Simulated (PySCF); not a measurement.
Species: C5H12P2.
Structure used (GFN2-xTB), in Å, numbered top down from 1:
```
atom  x, y, z in Å
C1    -2.9281   -0.3778   -0.9638
C2    -1.6489   -0.4868   -0.1734
C3    -1.4566    0.3903    1.0235
P4    -0.3486    0.8221   -0.3913
P5     1.3444   -0.4240    0.2280
C6     2.0811   -0.6952   -1.4522
C7     2.4662    0.9412    0.7913
H8    -3.7265   -0.9197   -0.4565
H9    -3.2269    0.6636   -1.0654
H10   -2.8066   -0.8003   -1.9593
H11   -1.2732   -1.5032   -0.0817
H12   -1.0009   -0.0372    1.9080
H13   -2.2390    1.1079    1.2362
H14    3.0696   -1.1370   -1.3363
H15    2.1616    0.2399   -2.0047
H16    1.4525   -1.3900   -2.0067
H17    3.4571    0.5295    0.9755
H18    2.0807    1.3544    1.7217
H19    2.5325    1.7314    0.0448
```

Level of theory: TDDFT CAM-B3LYP/def2-SVPD, vertical, gas phase, core orbitals frozen in the response in PySCF.

Transition dipole moments from the ground state, in atomic units and in the frame of the coordinates above (overall signs are arbitrary), for the states with f of 0.002 or more among the lowest 8:

```tsv
state	E (hartree)	μx	μy	μz
S1	0.2012	-0.257	-0.196	-0.405
S2	0.2077	1.175	-0.391	0.056
S3	0.2351	-0.113	0.072	0.114
S4	0.2382	0.036	0.238	0.169
S6	0.2516	0.845	-0.198	0.087
S7	0.2593	0.015	0.919	-0.720
S8	0.2624	-0.700	-0.387	0.106
```

(1) What oscillator strength does each state have?

(2) What angle do the transition dipoles of S7 and S8 make?

(3) What peak molar absorption coefficient would the strongest computed level give as a lone Gaussian band 0.4 eV wide at half height?

Answers

(1) f = (2/3) ΔE |μ|² with ΔE in hartree (27.2114 eV).

```tsv
state	|μ|² (au)	|μ| (D)	f
S1	0.269	1.32	0.036
S2	1.537	3.15	0.213
S3	0.031	0.45	0.005
S4	0.087	0.75	0.014
S6	0.761	2.22	0.128
S7	1.363	2.97	0.236
S8	0.652	2.05	0.114
```

(2) |cos θ| = |μa·μb| / (|μa| |μb|) = 0.47, so θ ≈ 62° (taken between 0 and 90°, since the signs are arbitrary).

(3) ε(max) = 2.175×10⁸ f / FWHM, with the width in cm⁻¹. S7: 2.175×10⁸ × 0.2355 / 3226 ≈ 16000 L mol⁻¹ cm⁻¹.

One conformer stands for the species.

Without π bonds the low states may be Rydberg-like; a valence basis with one diffuse set may place them up to an eV too high.
